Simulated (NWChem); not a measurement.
System: CH$_{4}$O$_{2}$Si; SMILES O=C[SiH2]O

Input file for NWChem:

```
start job
memory heap 200 mb stack 900 mb global 1100 mb
geometry units angstroms noautosym nocenter noautoz
  O     -0.656557     1.654419     0.000000
  C      0.461226     1.158617     0.000000
  Si     0.544337    -0.772818     0.000000
  O     -1.060873    -1.181134     0.000000
  H      1.352188     1.828381     0.000000
  H      1.266055    -1.245634    -1.210649
  H      1.266055    -1.245634     1.210649
  H     -1.597533    -0.365773     0.000000
end
basis spherical
  * library pcsseg-1
end
dft
  xc pbe0
  iterations 150
end
property
  shielding 7 1 2 3 4 5 6 8
end
task dft property
```

Excerpt of the output:

```
             Northwest Computational Chemistry Package (NWChem) 7.3.0
             --------------------------------------------------------

                             Geometry "geometry" -> ""
                             -------------------------

 Output coordinates in angstroms (scale by  1.889725989 to convert to a.u.)

  No.       Tag          Charge          X              Y              Z
 ---- ---------------- ---------- -------------- -------------- --------------
    1 O                    8.0000    -0.65655700     1.65441900     0.00000000
    2 C                    6.0000     0.46122600     1.15861700     0.00000000
    3 Si                  14.0000     0.54433700    -0.77281800     0.00000000
    4 O                    8.0000    -1.06087300    -1.18113400     0.00000000
    5 H                    1.0000     1.35218800     1.82838100     0.00000000
    6 H                    1.0000     1.26605500    -1.24563400    -1.21064900
    7 H                    1.0000     1.26605500    -1.24563400     1.21064900
    8 H                    1.0000    -1.59753300    -0.36577300     0.00000000

 Effective nuclear repulsion energy (a.u.)     160.7599549724

                              NWChem Property Module
                              ----------------------

  itol2e modified to match energy
  convergence criterion.

                                 NWChem DFT Module
                                 -----------------

 Summary of "ao basis" -> "ao basis" (spherical)
 ------------------------------------------------------------------------------
       Tag                 Description            Shells   Functions and Types
 ---------------- ------------------------------  ------  ---------------------
 O                          pcsseg-1                 7       17   3s3p1d
 C                          pcsseg-1                 7       17   3s3p1d
 Si                         pcsseg-1                10       24   4s5p1d
 H                          pcsseg-1                 3        5   2s1p

  itol2e modified to match energy
  convergence criterion.

[...]

          -----------------------------------------
          Chemical Shielding Tensors (GIAO, in ppm)
          -----------------------------------------

                                NWChem CPHF Module
                                ------------------

  scftype          =     RHF
  nclosed          =       20
  nopen            =        0
  variables        =     1500
  # of vectors     =        3
  tolerance        = 0.10D-03
  level shift      = 0.00D+00
  max iterations   =       50
  max subspace     =       30

 SCF residual:    4.4309653297281878E-005

Iterative solution of linear equations
  No. of variables     1500
  No. of equations        3
  Maximum subspace       30
        Iterations       50
       Convergence  1.0D-04

   iter   nsub   residual    time
   ----  ------  --------  ---------
     1      3    1.38D+00      45.0
     2      6    1.63D-01      49.9
     3      9    1.12D-02      55.1
     4     12    9.53D-04      60.2
     5     15    3.44D-05      64.7

      Atom:    1  O
        Diamagnetic
    414.0665    -10.2607      0.0000
    -10.2607    394.4699     -0.0000
      0.0000     -0.0000    395.2942

        Paramagnetic
  -1985.9264    300.0965      0.0000
    300.0965  -1054.2899     -0.0000
      0.0000     -0.0000     39.6693

        Total Shielding Tensor
  -1571.8599    289.8358      0.0000
    289.8358   -659.8200     -0.0000
      0.0000     -0.0000    434.9635

           isotropic =    -598.9055
          anisotropy =   -1585.9002

          Principal Components and Axis System
                 1           2           3
            -1656.1722   -575.5077    434.9635

      1         0.9602      0.2793     -0.0000
      2        -0.2793      0.9602     -0.0000
      3        -0.0000      0.0000      1.0000

      Atom:    2  C
        Diamagnetic
    261.3504     -4.2621      0.0000
     -4.2621    260.3974      0.0000
      0.0000      0.0000    238.5125

        Paramagnetic
   -473.2134    -10.8476     -0.0000
    -10.8476   -359.3587     -0.0000
     -0.0000     -0.0000   -140.5988

        Total Shielding Tensor
   -211.8630    -15.1096     -0.0000
    -15.1096    -98.9613     -0.0000
     -0.0000     -0.0000     97.9137

           isotropic =     -70.9702
          anisotropy =    -214.3199

          Principal Components and Axis System
                 1           2           3
             -213.8502     97.9137    -96.9742

      1         0.9915     -0.0000     -0.1304
      2         0.1304     -0.0000      0.9915
      3         0.0000      1.0000      0.0000

      Atom:    3  Si
        Diamagnetic
    881.4826      0.4671      0.0000
      0.4671    882.4243      0.0000
      0.0000      0.0000    874.8351

        Paramagnetic
   -429.9444     51.4358      0.0000
     51.4358   -540.1377     -0.0000
      0.0000     -0.0000   -490.1138

        Total Shielding Tensor
    451.5382     51.9030      0.0000
     51.9030    342.2866     -0.0000
      0.0000     -0.0000    384.7213

           isotropic =     392.8487
          anisotropy =     119.1233

          Principal Components and Axis System
                 1           2           3
              472.2642    384.7213    321.5606

      1         0.9287     -0.0000     -0.3708
      2         0.3708     -0.0000      0.9287
      3         0.0000      1.0000      0.0000

      Atom:    4  O
        Diamagnetic
    407.5825     -1.1811      0.0000
     -1.1811    391.3867     -0.0000
      0.0000     -0.0000    372.5594

[...]
```

Level: PBE0/pcSseg-1, GIAO. The geometry was optimised at B3LYP/6-31G* (spherical d). The output numbers the shielded atoms by their place in the input's list. The printed shielding anisotropy is the first printed principal value minus the mean of the other two.
